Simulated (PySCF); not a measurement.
Species: C4H4F2O2.
Geometry (PBE0-D3(BJ)/def2-SVP, Å), atoms numbered from 1 in this order:
```
atom  x, y, z in Å
O1    -0.8962    1.5408   -1.7764
C2    -0.8801    0.7008   -0.9418
O3    -1.8676    0.3178   -0.1007
C4    -1.0271   -0.6710    0.5411
C5     0.1294   -0.3070   -0.3910
C6     1.3673    0.2823    0.2353
F7     1.0179    1.2039    1.1598
F8     2.0648   -0.6881    0.8641
H9    -1.4434   -1.6801    0.4239
H10   -0.8753   -0.4302    1.6017
H11    0.4158   -1.0766   -1.1221
H12    2.0217    0.7673   -0.5090
```

Linear response at CAM-B3LYP/def2-SVPD (PySCF, frozen core in the response, non-relativistic).

Static isotropic polarisability: 52.73 au (7.81 Å³), principal values 44.4, 53.4, 60.4 au.

Question: What is the polarisability at 1064 nm and at the sodium D line?

Answer: 53.02 au at 1064 nm (+0.6 %), 53.72 au at 589.3 nm (+1.9 %). The rise at 589.3 nm is 3.33 times that at 1064 nm; a pure ω² law gives 3.26. The lowest singlet lies at 208 nm, shorter than both wavelengths.

Question: What is the isotropic C6 coefficient between two such molecules, C6 = (3/π)∫α(iω)² dω?

Answer: 1419 au (Eh·bohr⁶) by a ten-point quadrature over imaginary frequencies, which is 848 eV·Å⁶ or 81.8 J·nm⁶/mol.

Question: Which effective excitation energy ω̄ makes London's formula C6 = (3/4)α²ω̄ exact here?

Answer: ω̄ = 4·C6/(3α²) = 0.681 Eh = 18.5 eV. A one-pole form α(ω) = α/(1 − ω²/ω̄²) fitted to the 1064 nm value gives 15.6 eV.

Question: What n − 1 at the D line would an ideal gas of it have at 273.15 K and 1 atm (2.6868 × 10¹⁹ cm⁻³), by n − 1 = 2π·N·α′?

Answer: 13.44 × 10⁻⁴, a formal value whether or not that pressure can be reached.

Question: What molar refraction at the D line follows from R = (4π/3)·N_A·α′, with α′ the polarisability volume?

Answer: α′ = 7.96 Å³ gives R = 20.08 cm³/mol, for isolated, non-vibrating species.

Question: How anisotropic is the static polarisability, by Δα² = ½[(α1 − α2)² + (α2 − α3)² + (α3 − α1)²]?

Answer: Δα = 13.8 au, or 0.26 of the isotropic value.

Question: The lowest 6 singlets have (eV, f): 5.97, 0.001; 8.01, 0.077; 8.26, 0.042; 8.59, 0.010; 8.70, 0.007; 8.97, 0.011. What share of the static polarisability do they carry in the sum over states α = Σ f/ω²?

Answer: 1.63 au, 3.1 % of α; the largest term, 0.89 au, is that of the state at 8.01 eV. Their oscillator strengths add up to 0.15. Higher states carry the rest.

One conformer stands for the species.
